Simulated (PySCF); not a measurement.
**Levels along the 3-electron series**

One electron added to the closed shell 1s2: EOM-EA-CCSD calculated with PySCF 2.14, two-component X2C-1e with screened spin-orbit coupling, each ion in its own even-tempered basis, nothing frozen, the virtual space cut to natural spinors and corrected at second order; no Breit or QED terms. Binding energy of 2s1/2 and energies of the other levels above it, in eV.

| ion | 2s1/2 binding | 2p1/2 − 2s1/2 | 2p3/2 − 2s1/2 | NIST ionisation energy |
| --- | --- | --- | --- | --- |
| Sn⁴⁷⁺ | 8313.2 | 104.36 | 379.15 | 8307.0 (t) |
| Sb⁴⁸⁺ | 8676.3 | 107.15 | 406.34 | 8669.5 (t) |
| Te⁴⁹⁺ | 9048.0 | 109.81 | 435.06 | 9040.8 (t) |
| I⁵⁰⁺ | 9428.9 | 112.69 | 465.75 | 9421.1 (t) |
| Xe⁵¹⁺ | 9818.6 | 115.47 | 498.17 | 9810.4 (t) |
| Cs⁵²⁺ | 10217.7 | 118.40 | 532.68 | 10208.78 ± 0.05 (t) |
| La⁵⁴⁺ | 11043.5 | 124.32 | 607.91 | 11033.4 ± 0.05 (t) |
| Ce⁵⁵⁺ | 11470.6 | 127.29 | 648.82 | 11459.85 ± 0.06 (t) |
| Pr⁵⁶⁺ | 11907.4 | 130.41 | 692.22 | 11895.89 ± 0.06 (t) |

Q: Estimate the missing row, Ba⁵³⁺.

A: The calculation gives 2s1/2 binding 10625.8; 2p1/2 − 2s1/2 121.27; 2p3/2 − 2s1/2 569.14. The NIST ionisation energy is 10616.42 ± 0.05 (t).

Each ion has its own basis, which adds noise of up to about 0.1 % of the binding energies along the series.

The 2p interval goes from 274.8 to 561.8 eV, as Z to the power 4.32; a hydrogen-like ion gives 4, and the power is higher where the screened charge Z − σ still grows faster than Z or where Zα is large.

NIST values marked (s) are semi-empirical, (t) theoretical.
